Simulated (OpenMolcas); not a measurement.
A run on W5+ among 5 point charges of -2 e arranged as a trigonal bipyramid (D3h), 2.22 Å from the ion, with the axial distance 2.065 Å.
```
   2.2200    0.0000    0.0000  -2.00
  -1.1100    1.9226    0.0000  -2.00
  -1.1100   -1.9226    0.0000  -2.00
   0.0000    0.0000    2.0646  -2.00
   0.0000    0.0000   -2.0646  -2.00
```

| Quantity | Value |
| --- | --- |
| Program | OpenMolcas |
| Method | CASSCF |
| Basis | ANO-RCC-VTZP [8s7p5d3f2g1h] |
| Scalar Hamiltonian | DKH2, point nucleus |
| Active space | 1 electron in 5 orbitals (5d) |
| State averaging | 2S+1 = 2 even, 5 roots |
| Spin-orbit coupling | state interaction with AMFI integrals over the reference wave functions |

104 basis functions. Blocks (2S+1, parity, CSFs, roots kept): 2, even, 5, 5.

Q: How long do the RASSCF and RASSI steps take on 1 thread of Intel(R) Xeon(R) Platinum 8488C (Sapphire Rapids), with other jobs on the host?

A: About 6.1 s of wall time, without the integral step.
